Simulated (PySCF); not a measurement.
Working out the ionisation energy of Kr

Kr [Kr] (1S) → Kr⁺ [Ar] 3d10 4s2 4p5 (2P). All numbers are calculated (PySCF 2.14, scalar relativity by spin-free X2C-1e, in aug-cc-pVDZ-DK (6s5p3d, 36 functions)). Frozen: [Ar] 3d10. Energies in hartree (1 hartree = 27.21139 eV):

```
            part    Kr (lower)   Kr⁺ (upper)
             UHF  -2788.054637  -2787.570266
CCSD correlation     -0.137658     -0.112092
             (T)     -0.002000     -0.001354
```

Question: What does Hartree-Fock give?

Answer: (-2787.570266) − (-2788.054637) = 0.484371 hartree = 13.180 eV.

Question: What do CCSD and CCSD(T) give?

Answer: The CCSD correlation energies differ by 0.025566 hartree = 0.696 eV and the triples by 0.000646 hartree = 0.018 eV, so CCSD gives 13.876 eV and CCSD(T) 13.894 eV.

Measured between the centres of the two terms (NIST): 14.222 eV, so CCSD(T) (valence) is off by -0.328 eV.

A double-zeta basis recovers only part of the correlation energy.

What remains against the reference includes basis incompleteness, the frozen core and higher excitations.
